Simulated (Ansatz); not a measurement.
Consider the homolysis of the F–Ge bond: `C[S][GeH]([F])[F]` → F• + `C[S][GeH][F]`•.

Program: Ansatz. Geometries: PBE0-D4/def2-TZVP. ΔE: electronic, gas phase. CBS: MP2 limit from def2 TZ/QZ plus the TZ coupled-cluster correction, frozen cores. This one scheme is used for every species, atoms too. No spin–orbit coupling; open shells (•) take unrestricted orbitals. Spin–orbit coupling would lower the free atoms: a little for F. For Ge outer-core shells are correlated without core-valence functions, so the limit isn't a true one: a few kJ/mol of doubt a bond, and 10 to 20 or more in all where bonds break to atoms. Scalar relativity is left out up to krypton. One conformer a species, not always the lowest.

| species | HF/def2-QZVPP energy (Eh) |
| --- | --- |
| `C[S][GeH]([F])[F]` | -2712.26348 |
| F• | -99.41589 |
| `C[S][GeH][F]`• | -2612.69616 |

Work out ΔE.

ΔE = (-99.41589) + (-2612.69616) − (-2712.26348) = 0.15143 Eh = +4.12 eV. CCSD(T)/CBS gives +5.79 eV.

What do rigid-rotor, harmonic-oscillator terms from PBE0-D4/def2-TZVP frequencies (298.15 K, 1 bar) make of the CCSD(T)/CBS value? (Estimate.)

Ansatz gave: ΔZPE = -0.11 eV, ΔH = +5.72 eV, ΔS = 143 J/(mol·K), ΔG = +5.28 eV. Open shells count their whole term as degenerate. Modes under 50 cm⁻¹ make the entropy rough.

Largest T1 diagnostic among the species: 0.015.

At CCSD(T), def2-SVP lies −0.39 eV from the extrapolated value and def2-TZVPP −0.16 eV: correlation converges slowly with the basis, and small sets miss more of it in the bonded molecule than in its fragments. From BLYP to BHLYP (50 % exact exchange), in def2-TZVPP and without D4, ΔE moves by −0.15 eV: exact exchange takes away binding that semilocal exchange gives to molecules.
